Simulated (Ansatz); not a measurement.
Computed with Ansatz on PBE0-D4/def2-TZVP structures; ΔE is electronic, products minus reactants. CCSD(T)/CBS is the MP2 limit (def2-TZVPP, def2-QZVPP) plus CCSD(T) − MP2 in def2-TZVPP, frozen cores. Functionals use def2-TZVPP. B3LYP here is the variant with VWN-RPA as its local correlation; programs differ in this. One conformer a species, not always the lowest.

`BN(C)[SiH2]N` + `C1N[SiH2]1` → `BN1C[SiH2]1` + `CN[SiH2]N`  (ligand exchange at a B–N bond)

`BN(C)[SiH2]N`:

Z-matrix (Å, degrees):
```
C
N 1 1.458
H 1 1.095 2 111.2
H 1 1.095 2 111.2 3 119.9
H 1 1.090 2 109.9 3 -120.0
Si 2 1.761 1 114.0 3 -59.8
B 2 1.392 1 121.6 3 120.1
N 6 1.702 2 116.5 1 -179.9
H 6 1.486 2 106.6 1 -58.7
H 6 1.486 2 106.5 1 58.8
H 7 1.201 2 119.3 1 0.0
H 7 1.198 2 119.7 1 180.0
H 8 1.007 6 120.0 2 71.8
H 8 1.007 6 120.0 2 -71.7
```

`C1N[SiH2]1`:

Cartesian coordinates in Å:
```
C 0.670 0.531 0.397
N -0.744 0.754 -0.029
Si -0.161 -0.771 -0.582
H 1.377 1.242 -0.024
H 0.847 0.329 1.452
H -1.415 0.875 0.715
H -0.546 -2.020 0.115
H -0.027 -0.940 -2.044
```

`BN1C[SiH2]1`:

Cartesian coordinates in Å:
```
B 0.161 -0.332 -1.702
N 0.062 0.004 -0.361
C -0.398 -0.715 0.854
Si 0.198 1.015 1.016
H 0.581 0.487 -2.470
H -0.174 -1.425 -2.067
H 0.229 -1.549 1.162
H -1.461 -0.941 0.883
H -0.750 2.142 1.153
H 1.551 1.314 1.533
```

`CN[SiH2]N`:

Z-matrix (Å, degrees):
```
C
N 1 1.444
H 1 1.095 2 111.3
H 1 1.093 2 109.4 3 -118.3
H 1 1.098 2 113.5 3 121.9
Si 2 1.710 1 125.5 3 142.8
H 2 1.008 1 114.0 3 -57.0
N 6 1.711 2 108.2 1 -154.0
H 6 1.494 2 103.6 1 -28.6
H 6 1.495 2 117.4 1 89.6
H 8 1.006 6 121.8 2 61.0
H 8 1.006 6 120.4 2 -147.6
```

```
          level  ΔE (kJ/mol)
          B3LYP         -8.2
CCSD/def2-TZVPP         -0.9
```

**Question.** What does CCSD(T)/CBS give? (Best estimate.)

**Answer.** Ansatz gave: +0.2 kJ/mol. The listed levels differ from it by -8.4, -1.1 kJ/mol.

Largest T1 diagnostic among the species: 0.014.

In def2-TZVPP, CCSD(T) changes the Hartree–Fock value by +16.9 kJ/mol (the triples alone add +3.0 kJ/mol) and MP2 by +15.9 kJ/mol. The D4 term adds +3.3 kJ/mol with B3LYP and +1.8 kJ/mol with PBE0; it sums over pairs of atoms, weighted by their polarisabilities, and B3LYP, whose exchange is more repulsive, gets the larger term.
